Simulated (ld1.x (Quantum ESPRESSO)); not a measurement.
# u(r) = r·R(r): atom against pseudo-atom (titanium)

Columns: radius, all-electron u(r) and pseudo u(r) of the 3s shell (level -62.63 eV) of titanium in the configuration [Ne] 3s2 3p6 3d2 4s2 4p0; PBE, scalar-relativistic, PAW scheme, ld1.x (Quantum ESPRESSO) 7.5.

| r (bohr) | all-electron | pseudo |
| --- | --- | --- |
| 0.145 | -0.3799 | 0.3241 |
| 0.290 | -0.4620 | 0.6175 |
| 0.435 | 0.1603 | 0.8542 |
| 0.580 | 0.7228 | 1.0161 |
| 0.725 | 1.0292 | 1.0956 |
| 0.870 | 1.1124 | 1.0960 |
| 1.015 | 1.0557 | 1.0301 |
| 1.160 | 0.9304 | 0.9175 |
| 1.305 | 0.7826 | 0.7802 |
| 1.450 | 0.6381 | 0.6389 |
| 1.595 | 0.5090 | 0.5094 |
| 1.740 | 0.3997 | 0.3997 |
| 1.885 | 0.3102 | 0.3102 |
| 2.030 | 0.2386 | 0.2386 |
| 2.175 | 0.1824 | 0.1824 |
| 2.320 | 0.1386 | 0.1386 |
| 2.465 | 0.1050 | 0.1050 |
| 2.610 | 0.0792 | 0.0792 |
| 2.755 | 0.0596 | 0.0596 |
| 2.900 | 0.0448 | 0.0448 |
| 3.045 | 0.0335 | 0.0335 |
| 3.190 | 0.0251 | 0.0251 |
| 3.335 | 0.0187 | 0.0187 |
| 3.480 | 0.0140 | 0.0140 |
| 3.625 | 0.0104 | 0.0104 |
| 3.770 | 0.0077 | 0.0077 |

(1) How many radial nodes do the two functions have?

(2) At about which radius was the pseudo-wave matched?

(3) Where does each function peak?

(4) Is the pseudo-wave norm-conserving?

Results:

(1) The all-electron 3s function has n − l − 1 = 2 (the table is too coarse to show those close to the nucleus); the pseudo-wave has 0, since the states of the same l below it are removed with the core.

(2) 1.75 bohr. The columns agree to 0.0005 from 1.59 bohr on; several derivatives are matched, so the curves merge somewhat inside the radius.

(3) Outermost all-electron maximum near 0.87 bohr, pseudo maximum near 0.87 bohr (to the table’s step).

(4) No, it belongs to a PAW set: the norm inside the radius is not constrained, and the difference is carried by the augmentation charge.
